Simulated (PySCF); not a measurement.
H₅NOSiTe. Atoms are numbered in the order given.

```xyz
9

Te    -0.6012     0.0467     0.5869
N     -0.6596     1.9729     0.0011
H      0.0258     2.5804     0.4467
H     -0.6809     2.1216    -1.0061
O      1.2289    -0.5557    -0.0586
Si     1.5505    -0.9500    -1.6489
H      0.7674    -2.1400    -2.1000
H      3.0065    -1.2463    -1.7507
H      1.2224     0.1889    -2.5643
```
Charge 0, spin multiplicity 1.

The structure is a stationary point at B3LYP-D3(BJ)/def2-SVP. The def2 effective core potentials stand for the cores of Te; spin–orbit coupling is left out. One conformer was computed; it need not be the lowest.

Calculation: HF/def2-TZVP in PySCF.

Isolated molecule, no solvent.

Q: Estimate the frontier levels, gap, dipole moment and polarisability. (The exact figures need the calculation; the answer reports its results.)

A: 
```json
{
 "highest_occupied_level": "-8.77 eV",
 "lowest_empty_level": "1.69 eV",
 "orbital_gap": "10.46 eV",
 "dipole_moment": "1.36 D",
 "quadrupole, principal values (traceless, Buckingham form, about the centre of nuclear charge)": "-6.06, -1.08, 7.14 D·Å",
 "mean_static_polarisability": "68.0 bohr³ (10.07 Å³)",
 "polarisability_principal_values": "55.5, 67.3, 81.1 bohr³"
}
```
